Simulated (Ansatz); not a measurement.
Ansatz (a quantum-chemistry and plane-wave program) input (SVWN5/def2-TZVPD):

Ansatz 0.2 input:
```yaml
crystal:
  periodic: [false, false, false]
  atoms:
    - {symbol: C, position_ang: [-3.02543732, 0.13852574, -0.44903228]}
    - {symbol: C, position_ang: [-2.09613240, -0.71189960, 0.42364255]}
    - {symbol: C, position_ang: [-0.90916242, -1.22446596, -0.31076959]}
    - {symbol: C, position_ang: [0.46988148, -1.21173654, 0.24273270]}
    - {symbol: C, position_ang: [1.37591072, -0.10739456, -0.31689051]}
    - {symbol: C, position_ang: [2.79633424, -0.17636429, 0.20604354]}
    - {symbol: Cl, position_ang: [0.66780579, 1.52838265, 0.08775792]}
    - {symbol: H, position_ang: [-3.37868525, -0.43060502, -1.31189364]}
    - {symbol: H, position_ang: [-2.50116083, 1.02061872, -0.81872861]}
    - {symbol: H, position_ang: [-3.89999553, 0.46862303, 0.11482368]}
    - {symbol: H, position_ang: [-2.67866635, -1.55235513, 0.83394355]}
    - {symbol: H, position_ang: [-1.76580061, -0.12869708, 1.28710946]}
    - {symbol: H, position_ang: [-1.04947676, -1.58866001, -1.32361772]}
    - {symbol: H, position_ang: [0.98099617, -2.15674698, 0.01568233]}
    - {symbol: H, position_ang: [0.44884826, -1.11443126, 1.33188570]}
    - {symbol: H, position_ang: [1.36179987, -0.13581692, -1.40526535]}
    - {symbol: H, position_ang: [3.40511302, 0.62898736, -0.20258222]}
    - {symbol: H, position_ang: [2.81103771, -0.10284738, 1.29420954]}
    - {symbol: H, position_ang: [3.24492617, -1.13056296, -0.08180994]}
basis:
  gaussian:
    orbitals: def2-TZVPD
hamiltonian:
  xc: {name: SVWN5}
magnetization: {spin_polarized: true, initial_magnetization: 1}
output: {forces: true}
```

Output:

```
Functional definition: SVWN5
integrals: 0.51 GiB planned
1936 factors; their error is unknown
0.27 GiB of the device are held for the grids
2.86 GiB of device memory are held for the factors and their scratch space
mean field: 3.59 GiB planned
mean field evaluation 1: about -18798.4059 eV, gradient 8.7e1 eV
mean field evaluation 2: about -18317.1201 eV, gradient 2.5e2 eV
mean field evaluation 4: about -18825.6031 eV, gradient 4.8e1 eV
mean field evaluation 8: about -18841.1355 eV, gradient 4.8e-1 eV
mean field evaluation 16: about -18841.0568 eV, gradient 3.7e-3 eV
mean field -18841.05675182 eV, -692.3960647025 hartree, gradient 8.5e-5 eV, S^2 0.752269; 0 other end points of the search recorded, 0 dependent functions left out
the calculation of the forces begins
reference -18841.05681995 eV, -692.3960672060 hartree; 33, 32 occupied and 343, 344 virtual orbitals, 1936 factors
Total energy: -18841.05681995 eV, -692.3960672060 hartree
Atom 0 at    -3.025437     0.138526    -0.449032 Å, force     0.421235    -0.454967     0.407970 eV/Å
Atom 1 at    -2.096132    -0.711900     0.423643 Å, force     0.299508     0.141016    -0.892966 eV/Å
Atom 2 at    -0.909162    -1.224466    -0.310770 Å, force     0.100598     0.391274     0.775588 eV/Å
Atom 3 at     0.469881    -1.211737     0.242733 Å, force    -0.440433     0.571290    -0.579676 eV/Å
Atom 4 at     1.375911    -0.107395    -0.316891 Å, force     0.064859     0.091630     0.760173 eV/Å
Atom 5 at     2.796334    -0.176364     0.206044 Å, force    -0.780730     0.035618    -0.253722 eV/Å
Atom 6 at     0.667806     1.528383     0.087758 Å, force     0.156095    -0.543862    -0.084455 eV/Å
Atom 7 at    -3.378685    -0.430605    -1.311894 Å, force    -0.091318    -0.177143    -0.258417 eV/Å
Atom 8 at    -2.501161     1.020619    -0.818729 Å, force     0.205421     0.273215    -0.107464 eV/Å
Atom 9 at    -3.899996     0.468623     0.114824 Å, force    -0.259834     0.088426     0.171363 eV/Å
Atom 10 at    -2.678666    -1.552355     0.833944 Å, force    -0.197633    -0.262521     0.130396 eV/Å
Atom 11 at    -1.765801    -0.128697     1.287109 Å, force     0.160040     0.194383     0.310858 eV/Å
Atom 12 at    -1.049477    -1.588660    -1.323618 Å, force    -0.075819    -0.131320    -0.391109 eV/Å
Atom 13 at     0.980996    -2.156747     0.015682 Å, force     0.213337    -0.293894    -0.098304 eV/Å
Atom 14 at     0.448848    -1.114431     1.331886 Å, force    -0.001800     0.082077     0.403249 eV/Å
Atom 15 at     1.361800    -0.135817    -1.405265 Å, force    -0.042236     0.001386    -0.422372 eV/Å
Atom 16 at     3.405113     0.628987    -0.202582 Å, force     0.176283     0.271504    -0.137415 eV/Å
Atom 17 at     2.811038    -0.102847     1.294210 Å, force    -0.026960     0.026525     0.360368 eV/Å
Atom 18 at     3.244926    -1.130563    -0.081810 Å, force     0.119386    -0.304635    -0.094066 eV/Å
Dipole moment:     0.151623    -0.373219    -0.040316 e Å
```

It need not be the lowest isomer of its formula.
